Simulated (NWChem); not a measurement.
System: C2H3FO2Si; SMILES FC=C1O[SiH2]O1

NWChem input:

```
start job
memory heap 200 mb stack 700 mb global 900 mb
geometry units angstroms noautosym nocenter noautoz
  F     -0.392926     2.602594     0.000000
  C      0.552410     1.660811     0.000000
  C      0.243714     0.365168     0.000000
  O     -0.997763    -0.218627     0.000000
  Si    -0.209534    -1.730019     0.000000
  O      1.136458    -0.682120     0.000000
  H      1.584548     2.011082     0.000000
  H     -0.384105    -2.537915     1.231106
  H     -0.384105    -2.537915    -1.231106
end
basis spherical
  * library def2-svp
end
dft
  xc xpbe96 cpbe96
  iterations 150
end
cosmo
  do_cosmo_smd true
  solvent water
end
task dft energy
```

Output (shortened):

```
             Northwest Computational Chemistry Package (NWChem) 7.3.0
             --------------------------------------------------------

                             Geometry "geometry" -> ""
                             -------------------------

 Output coordinates in angstroms (scale by  1.889725989 to convert to a.u.)

  No.       Tag          Charge          X              Y              Z
 ---- ---------------- ---------- -------------- -------------- --------------
    1 F                    9.0000    -0.39292600     2.60259400     0.00000000
    2 C                    6.0000     0.55241000     1.66081100     0.00000000
    3 C                    6.0000     0.24371400     0.36516800     0.00000000
    4 O                    8.0000    -0.99776300    -0.21862700     0.00000000
    5 Si                  14.0000    -0.20953400    -1.73001900     0.00000000
    6 O                    8.0000     1.13645800    -0.68212000     0.00000000
    7 H                    1.0000     1.58454800     2.01108200     0.00000000
    8 H                    1.0000    -0.38410500    -2.53791500     1.23110600
    9 H                    1.0000    -0.38410500    -2.53791500    -1.23110600

 Effective nuclear repulsion energy (a.u.)     296.7470893769

  pbe96 is a nonlocal functional; adding pw91lda local functional.

                                 NWChem DFT Module
                                 -----------------

 Summary of "ao basis" -> "ao basis" (spherical)
 ------------------------------------------------------------------------------
       Tag                 Description            Shells   Functions and Types
 ---------------- ------------------------------  ------  ---------------------
 F                          def2-svp                 6       14   3s2p1d
 C                          def2-svp                 6       14   3s2p1d
 O                          def2-svp                 6       14   3s2p1d
 Si                         def2-svp                 8       18   4s3p1d
 H                          def2-svp                 3        5   2s1p

 in cosmo_initialize ...
 calling solv_data for solv:h2o

 solvent parameters
 solvname_short: h2o
 solvname_long:  water
 dielec:       78.4000
 dielecinf:     1.7769
 aqueous SMD model solvent descriptors
 dielec:       78.4000
 sola:          0.8200

          ---------------
          -cosmo- solvent
          ---------------
 Cosmo: York-Karplus, doi: 10.1021/jp992097l
 dielectric constant -eps-     =  78.40
 screen = (eps-1)/(eps    )    =   0.98724
 surface charge correction     = lagrangian

   van der Waals surface
 --------------------------

 ---------- ATOMIC COORDINATES (A.U.) ------------ VDWR(ANG.) --
     1   -0.74252247    4.91818952    0.00000000     1.730
     2    1.04390353    3.13847771    0.00000000     1.850
     3    0.46055268    0.69006746    0.00000000     1.850
     4   -1.88549867   -0.41314512    0.00000000     1.520
     5   -0.39596185   -3.26926187    0.00000000     2.470
     6    2.14759422   -1.28901989    0.00000000     1.520
     7    2.99436154    3.80039392    0.00000000     1.200
     8   -0.72585320   -4.79596393    2.32645300     1.200
     9   -0.72585320   -4.79596393   -2.32645300     1.200
 number of segments per atom =        128
 number of   points per atom =        128
 atom (   nspa,  nppa )
 ----------------------
    1 (     84,     0 )       0
    2 (     54,     0 )       0
    3 (     32,     0 )       0
    4 (     42,     0 )       0
    5 (     94,     0 )       0
    6 (     38,     0 )       0
    7 (     54,     0 )       0
    8 (     32,     0 )       0
    9 (     32,     0 )       0
 number of -cosmo- surface points =      462
 molecular surface =    124.961 angstrom**2
 molecular volume  =    106.245 angstrom**3
 -lineq- algorithm             =   0
 -bem- low  level              =   3
 -bem- from -octahedral-
 gaussian surface charge width =   4.50000
 degree of switching           =   1.00000
 switching function tolerance  =   0.00010
 atomic radii =
 --------------
    1  9.000  1.730
    2  6.000  1.850
    3  6.000  1.850
    4  8.000  1.520
    5 14.000  2.470
    6  8.000  1.520
    7  1.000  1.200
    8  1.000  1.200
    9  1.000  1.200
 ...... end of -cosmo- initialization ......

 nat:                     9
 ixmem:                  4523
 calling mnsol_interface()
 G(SMD-CDS) energy (kcal/mol)  =     4.062
 SMD-CDS SASA (angstrom**2)    =   143.975

            General Information
            -------------------
          SCF calculation type: DFT
          Wavefunction type:  closed shell.
          No. of atoms     :     9
          No. of electrons :    54
           Alpha electrons :    27
            Beta electrons :    27
          Charge           :     0
          Spin multiplicity:     1
          Use of symmetry is: off; symmetry adaption is: off
          Maximum number of iterations: 150
          AO basis - number of functions:   103
                     number of shells:    47
          Convergence on energy requested:  1.00D-06
          Convergence on density requested:  1.00D-05
          Convergence on gradient requested:  5.00D-04

              XC Information
              --------------
          PerdewBurkeErnzerhof Exchange Functional  1.000
            Perdew 1991 LDA Correlation Functional  1.000 local
           PerdewBurkeErnz. Correlation Functional  1.000 non-local

             Grid Information
             ----------------
          Grid used for XC integration:  medium
          Radial quadrature: Mura-Knowles
          Angular quadrature: Lebedev.
          Tag              B.-S. Rad. Rad. Pts. Rad. Cut. Ang. Pts.
          ---              ---------- --------- --------- ---------
          F                   0.50       49          13.0       434
          C                   0.70       49          11.0       434
          O                   0.60       49          10.0       434
          Si                  1.10       88          11.0       590
          H                   0.35       45          12.0       434
          Grid pruning is: on
          Number of quadrature shells:   468
          Spatial weights used:  Erf1

      Superposition of Atomic Density Guess
      -------------------------------------

 Sum of atomic energies:        -614.16082153

      Non-variational initial energy
      ------------------------------

 Total energy =    -616.775268
 1-e energy   =   -1438.646841
 2-e energy   =     525.124483
 HOMO         =      -0.215562
 LUMO         =       0.019916

   convergence    iter        energy       DeltaE   RMS-Dens  Diis-err
 ---------------- ----- ----------------- --------- --------- ---------
     COSMO gas phase
 d= 0,ls=0.0,diis     1   -616.8083065949 -9.14D+02  2.37D-02  1.28D+00
 d= 0,ls=0.0,diis     2   -616.5745063802  2.34D-01  1.41D-02  3.93D+00
 d= 0,ls=0.0,diis     3   -616.9501399870 -3.76D-01  2.77D-03  8.60D-02
 d= 0,ls=0.0,diis     4   -616.9554998212 -5.36D-03  1.53D-03  2.33D-02
 d= 0,ls=0.0,diis     5   -616.9569511687 -1.45D-03  6.78D-04  7.51D-03
  Resetting Diis
 d= 0,ls=0.0,diis     6   -616.9577412877 -7.90D-04  1.42D-04  2.63D-04
 d= 0,ls=0.0,diis     7   -616.9577720548 -3.08D-05  1.08D-04  3.11D-05
 d= 0,ls=0.0,diis     8   -616.9577599715  1.21D-05  8.13D-05  1.30D-04
 d= 0,ls=0.0,diis     9   -616.9577751801 -1.52D-05  1.55D-05  3.23D-06
 d= 0,ls=0.0,diis    10   -616.9577755797 -4.00D-07  3.18D-06  1.58D-07

   convergence    iter        energy       DeltaE   RMS-Dens  Diis-err
 ---------------- ----- ----------------- --------- --------- ---------
     COSMO solvation phase
 d= 0,ls=0.0,diis     1   -616.9594174889 -1.64D-03  2.13D-03  3.79D-03
 d= 0,ls=0.0,diis     2   -616.9602788599 -8.61D-04  5.62D-04  3.41D-03
 d= 0,ls=0.0,diis     3   -616.9605936562 -3.15D-04  1.68D-04  7.04D-04
 d= 0,ls=0.0,diis     4   -616.9606426587 -4.90D-05  7.50D-05  1.14D-04
 d= 0,ls=0.0,diis     5   -616.9606543321 -1.17D-05  2.28D-05  6.12D-06
 d= 0,ls=0.0,diis     6   -616.9606547717 -4.40D-07  9.53D-06  2.28D-06

         Total DFT energy =     -616.960654771660
      One electron energy =    -1441.993805559090
           Coulomb energy =      587.869179076836
    Exchange-Corr. energy =      -60.071563350394
 Nuclear repulsion energy =      296.747089376917

             COSMO energy =        0.488445684071

 Numeric. integr. density =       53.999993521303

                                COSMO-SMD solvation results
                                ---------------------------

             internal energy in gas <Psi(g)|H|Psi(g)> =      -616.957775579705
         internal energy in solvent <Psi(s)|H|Psi(s)> =      -616.956280358738
                               delta internal energy  =         0.001495220967 (    0.94 kcal/mol)
   total free energy in solvent <Psi(s)|H+V/2|Psi(s)> =      -616.967127826486
 polarization energy contribution <Psi(s)|V/2|Psi(s)> =        -0.010847467748 (   -6.81 kcal/mol)
    total free energy in solvent including G(SMD-CDS) =      -616.960654771660
                       G(SMD-CDS) energy contribution =         0.006473054827 (    4.06 kcal/mol)
     1 M fixed-concentration free energy of solvation =        -0.002879191955 (   -1.81 kcal/mol)

                       DFT Final Molecular Orbital Analysis
                       ------------------------------------

 Vector   25  Occ=2.000000D+00  E=-3.065526D-01
              MO Center=  9.3D-02, -4.0D-01, -9.6D-11, r^2= 2.2D+00
   Bfn.  Coefficient  Atom+Function         Bfn.  Coefficient  Atom+Function
  ----- ------------  ---------------      ----- ------------  ---------------
    78      0.454471  6 O  px                46      0.397517  4 O  px
    81      0.322445  6 O  px                49      0.290339  4 O  px
    47     -0.216679  4 O  py                64     -0.137454  5 Si px
    32     -0.130080  3 C  px                50     -0.127074  4 O  py
    35      0.102896  3 C  px                76      0.083551  6 O  s

 Vector   26  Occ=2.000000D+00  E=-2.981417D-01
              MO Center=  6.2D-02, -4.7D-01, -3.1D-11, r^2= 1.8D+00
   Bfn.  Coefficient  Atom+Function         Bfn.  Coefficient  Atom+Function
  ----- ------------  ---------------      ----- ------------  ---------------
    48      0.459106  4 O  pz                80     -0.456418  6 O  pz
    51      0.348757  4 O  pz                83     -0.347375  6 O  pz
    73      0.068626  5 Si d  1              41      0.032000  3 C  d  1

 Vector   27  Occ=2.000000D+00  E=-1.876349D-01
              MO Center=  2.5D-01,  8.9D-01, -9.8D-10, r^2= 2.7D+00
   Bfn.  Coefficient  Atom+Function         Bfn.  Coefficient  Atom+Function
  ----- ------------  ---------------      ----- ------------  ---------------
    20      0.418991  2 C  pz                34      0.319478  3 C  pz
     6      0.283625  1 F  pz                23      0.271679  2 C  pz
    80     -0.236991  6 O  pz                 9     -0.227066  1 F  pz
    48     -0.224405  4 O  pz                37      0.201926  3 C  pz
    83     -0.186761  6 O  pz                51     -0.180803  4 O  pz

 Vector   28  Occ=0.000000D+00  E=-5.803993D-02
              MO Center= -2.1D-01, -1.7D+00,  6.9D-10, r^2= 3.4D+00
   Bfn.  Coefficient  Atom+Function         Bfn.  Coefficient  Atom+Function
  ----- ------------  ---------------      ----- ------------  ---------------
    67      0.817612  5 Si px                45      0.354953  4 O  s
    64      0.353574  5 Si px                77     -0.342568  6 O  s
    32      0.189749  3 C  px                68     -0.180817  5 Si py
    61     -0.176955  5 Si px                21      0.141150  2 C  px
    70     -0.130407  5 Si d -2              44      0.127505  4 O  s

 Vector   29  Occ=0.000000D+00  E= 1.412781D-02
              MO Center=  3.4D-01,  8.4D-01,  5.8D-09, r^2= 2.4D+00
   Bfn.  Coefficient  Atom+Function         Bfn.  Coefficient  Atom+Function
  ----- ------------  ---------------      ----- ------------  ---------------
    37     -0.626297  3 C  pz                23      0.588176  2 C  pz
    34     -0.557743  3 C  pz                20      0.446967  2 C  pz
    69      0.355522  5 Si pz                95     -0.256141  8 H  s
   100      0.256141  9 H  s                  6      0.180201  1 F  pz
    48      0.179971  4 O  pz                51      0.179708  4 O  pz

 Vector   30  Occ=0.000000D+00  E= 1.828838D-02
              MO Center= -2.5D-01, -1.9D+00,  2.2D-09, r^2= 3.5D+00
   Bfn.  Coefficient  Atom+Function         Bfn.  Coefficient  Atom+Function
  ----- ------------  ---------------      ----- ------------  ---------------
    68      1.580554  5 Si py                95      0.707887  8 H  s
   100      0.707887  9 H  s                 67      0.356691  5 Si px
    36      0.352831  3 C  py                77     -0.347282  6 O  s
    45     -0.322904  4 O  s                 59     -0.313865  5 Si s
    31     -0.256500  3 C  s                 17     -0.241003  2 C  s

     Multipole analysis of the density
     ---------------------------------

     L   x y z        total         alpha         beta         nuclear
     -   - - -        -----         -----         ----         -------
     0   0 0 0     -0.000000    -27.000000    -27.000000     54.000000

     1   1 0 0      0.161269     -0.139360     -0.139360      0.439989
     1   0 1 0     -1.490602     -1.773529     -1.773529      2.056457
     1   0 0 1      0.000000      0.000000      0.000000      0.000000

     2   2 0 0    -30.873118    -60.599646    -60.599646     90.326174
     2   1 1 0      3.297566     -2.975395     -2.975395      9.248356
     2   1 0 1      0.000000      0.000000      0.000000      0.000000
     2   0 2 0    -26.144277   -265.267815   -265.267815    504.391353
     2   0 1 1     -0.000000     -0.000000     -0.000000      0.000000
     2   0 0 2    -29.921389    -20.373078    -20.373078     10.824767
```

Level: PBE/def2-SVP, SMD on the gas-phase geometry. All runs use the structure optimised with PBE0/def2-SVP. Solvent: water.
